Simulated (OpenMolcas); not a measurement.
## Co2+ in CsCaF3

Co2+ with its 6 nearest fluoride ions at 2.128 Å, on the Ca site of CsCaF3 (a = 4.526 Å, distance in the model lattice 2.263 Å). The rest of the host is ab initio model potentials to 7.6 Å, with orthogonalisation functions on the cations behind the ligands, and point charges beyond; the distance is set by hand and nothing relaxes. Ligand basis ANO-RCC-VDZP.
```
Co    0.0000    0.0000    0.0000
F     2.1280    0.0000    0.0000
F     0.0000    2.1280    0.0000
F    -2.1280    0.0000    0.0000
F     0.0000   -2.1280    0.0000
F     0.0000    0.0000    2.1280
F     0.0000    0.0000   -2.1280
```

| Quantity | Value |
| --- | --- |
| Program | OpenMolcas |
| Method | CASSCF |
| Basis | ANO-RCC-VDZP [5s4p2d1f] |
| Scalar Hamiltonian | DKH2, point nucleus |
| Active space | 7 electrons in 5 orbitals (3d) |
| State averaging | 2S+1 = 4 even, 10 roots; 2S+1 = 2 even, 40 roots |
| Spin-orbit coupling | state interaction with AMFI integrals over the reference wave functions |

The lowest spin-free states (labels of O, the rotations of Oh), above the lowest:

| State | Degeneracy | E (cm-1) | Free-ion L (%) |
| --- | --- | --- | --- |
| 4T1 | 3 | 0.0 | F (99) |
| 4T2 | 3 | 4709 | F (100) |
| 4A2 | 1 | 10352 | F (100) |
| 2E | 2 | 16558 | G (66) |
| 2T1 | 3 | 20046 | G (78) |
| 2T2 | 3 | 20106 | G (90) |
| 4T1 | 3 | 22124 | P (99) |
| 2A1 | 1 | 22944 | G (100) |
| 2T1 | 3 | 25659 | P (67) |
| 2T2 | 3 | 27588 | H (71) |
| 2T1 | 3 | 27818 | H (84) |
| 2E | 2 | 29611 | H (75) |
| 2E | 2 | 32102 | D (67) |
| 2T1 | 3 | 32262 | H (64) |
| 2T2 | 3 | 32340 | D (72) |
| 2T2 | 3 | 45935 | F (98) |
| 2T1 | 3 | 46282 | F (96) |
| 2A2 | 1 | 47109 | F (100) |
| 2T2 | 3 | 70784 | D (97) |
| 2E | 2 | 70827 | D (100) |

The lowest levels with spin-orbit coupling:

```tsv
E (cm-1)	Degeneracy	Label	2S+1	g
0.0	2	Γ6	4	4.53 4.53 4.53
354.8	4	Γ8	4	
945.4	4	Γ8	4	
1065	2	Γ7	4	0.75 0.75 0.75
5281	2	Γ6	4	2.56 2.56 2.56
5354	4	Γ8	4	
5442	4	Γ8	4	
5635	2	Γ7	4	2.71 2.71 2.71
11107	4	Γ8	4	
17189	4	Γ8	2	
20317	4	Γ8	2	
20944	4	Γ8	2	
21000	2	Γ6	2	0.38 0.38 0.38
21159	2	Γ7	2	1.87 1.87 1.87
22542	2	Γ7	4	2.59 2.59 2.59
22545	4	Γ8	4	
22749	4	Γ8	4	
23166	2	Γ6	4	2.66 2.66 2.66
23585	2	Γ6	2	1.81 1.81 1.81
26289	4	Γ8	2
```

Powder χT (cm3 K/mol): 1.94 at 2 K, 2.03 at 10 K, 2.44 at 50 K, 2.94 at 100 K, 3.53 at 200 K, 3.72 at 300 K. The effective moment at 300 K is 2.828 √(χT) = 5.45 μB.

The lowest level has 2S+1 = 4, for which the spin-only value is χT = S(S+1) / 2 = 1.875 cm3 K/mol (g = 2). The computed 3.718 at 300 K differs by +1.843, through orbital momentum, spin-orbit coupling and any other state in reach. With a threefold ground state the orbital momentum is unquenched, so the spin-only value is not expected to hold.

Metal share of the active 3d orbitals (Löwdin): 96, 96, 99, 99, 99 %; Mulliken charge of the metal 1.66.

A least-squares ligand-field fit to the states below 45000 cm-1, each weighted by its degeneracy and with a free common offset, gives 10Dq = 5363 cm-1, B = 1219 cm-1 and C = 4486 cm-1 (C/B = 3.68), with an rms deviation of 90 cm-1.

The same method and metal basis give the free ion B = 1230 cm-1 (fit to its terms below 60000 cm-1, rms deviation 20 cm-1), so the nephelauxetic ratio is β = 1219 / 1230 = 0.99; it hangs on how both fits weigh the states, and computed free-ion B values tend to be too large, so β mixes covalency with correlation.

An orbital triplet at a regular site is open to Jahn-Teller coupling, which can distort the site and quench the lowest spin-orbit gaps and is left out. Without dynamic correlation the repulsion within the d shell is too large (B by tens of per cent), so at a given field states of lower spin stand too high. Ligand-to-metal charge-transfer states are missing. With no ligand orbital active B as a rule stays too high, so bands that hang on it stand too high and its fall with covalency is understated. With metal d orbitals alone and no dynamic correlation 10Dq can be off by a tenth to a fifth, either way, in oxide and fluoride hosts. No measured value stands beside these numbers; the geometry was set by hand and not optimised.
